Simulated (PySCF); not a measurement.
Cartesian coordinates (Å):
```xyz
5

O      1.0240    -0.4156     0.1727
Si    -0.4384    -0.0200    -0.4211
F     -0.9164     1.3929     0.1352
F     -1.4375    -1.1127     0.1413
H      1.7682     0.1554    -0.0281
```
Charge 0, spin multiplicity 2.

**Question.** Give the highest occupied spin orbital, total energy and dipole moment at the level PySCF 2.14.0 with PBE0-D3(BJ)/def2-TZVP.

**Answer.** 
highest occupied spin orbital: -7.09 eV
total energy: -564.8822 Ha
dipole moment: 2.42 D
